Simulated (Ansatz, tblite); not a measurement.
Forces on Al₃Sb₃⁺ at its PBE0-D4/def2-SVP geometry. Charge 1, multiplicity 2.

In the def2 sets Sb takes a core potential; there is no spin–orbit coupling. The xTB rows come from tblite. Another isomer (doublet) lies 0.46 eV lower at PBE0-D4/def2-TZVP; other spin states weren't run for this one.

GFN1-xTB (tblite), largest force 0.67 eV/Å:

```xyz
6
positions Å, forces eV/Å
Al   -3.070    0.382    2.071    0.543   -0.075   -0.391
Al    1.018    0.930   -0.666   -0.422    0.030   -0.084
Al    1.165   -1.743   -0.633   -0.396    0.347    0.309
Sb   -1.420    1.573   -0.067    0.317   -0.470    0.359
Sb    2.860   -0.358   -1.883    0.326   -0.018   -0.142
Sb   -0.553   -0.785    1.178   -0.368    0.186   -0.051
```

GFN2-xTB (tblite), largest force 0.99 eV/Å:

```
Al 0.529 -0.175 -0.249
Al -0.400 0.079 -0.216
Al -0.412 -0.176 0.386
Sb 0.029 0.121 0.228
Sb 0.866 0.178 -0.435
Sb -0.612 -0.027 0.285
```

PBE-D4/def2-TZVP (Ansatz), largest force 0.37 eV/Å:

```
Al 0.024 0.022 -0.021
Al 0.030 0.047 -0.016
Al -0.042 -0.165 -0.005
Sb -0.228 0.135 0.043
Sb 0.319 0.029 -0.186
Sb -0.103 -0.068 0.185
```
